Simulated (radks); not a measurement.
Spherical jellium clusters: N electrons in a uniform positive sphere of charge N and radius rs N^(1/3), rs = 5.39 bohr. Level of theory: non-relativistic Kohn-Sham, PBE, spin-polarised, spherical densities (a radial shooting solver with Libxc functionals). Levels are named by radial order and angular momentum (1s, 1p, 1d, 2s, ...), and open shells are averaged over m. Each electron was tried in the lowest free levels, single moves between levels near the top were tried too, and the lowest total energy was kept; such a search can miss a lower state. The series stops at N = 8: beyond it a trial failed or the search could not be trusted, so later rows were left out. Energies include the self-energy of the background; IP and EA are vertical (highest electron removed, lowest free level filled), at fixed background; spill-out counts the electrons outside the background radius R, and alpha is the static dipole polarisability from linear response (closed shells only). A dash means not computed or, for alpha, an open shell; in EA it means that no bound solution was reached, which is typical of self-interaction and does not show that the anion is unstable. Real open-shell clusters deform, which this model forbids.

| N | open shells | 2S | E/N (eV) | E(N+1) + E(N-1) - 2E(N) (eV) | -e(HOMO) (eV) | spill-out (e) |
|---|---|---|---|---|---|---|
| 1 | 1s(up 1, down 0) | 1 | -1.478 | - | 2.532 | 0.27 |
| 2 | none | 0 | -1.668 | 0.555 | 2.521 | 0.41 |
| 3 | 1p(up 1, down 0) | 1 | -1.546 | -0.472 | 1.931 | 0.64 |
| 4 | 1p(up 2, down 0) | 2 | -1.604 | -0.277 | 2.271 | 0.76 |
| 5 | 1p(up 3, down 0) | 3 | -1.693 | 0.396 | 2.474 | 0.85 |
| 6 | 1p(up 3, down 1) | 2 | -1.687 | -0.315 | 2.170 | 0.97 |
| 7 | 1p(up 3, down 2) | 1 | -1.728 | -0.190 | 2.401 | 1.06 |
| 8 | none | 0 | -1.782 | - | 2.549 | 1.14 |

All shells are closed at N = 2, 8 (there: 1s2 1p6); the second difference of the energy has clear peaks (12 % above both neighbours; the first and last values, which can be the largest, are not judged, and half-filled shells can peak too) at N = 5.
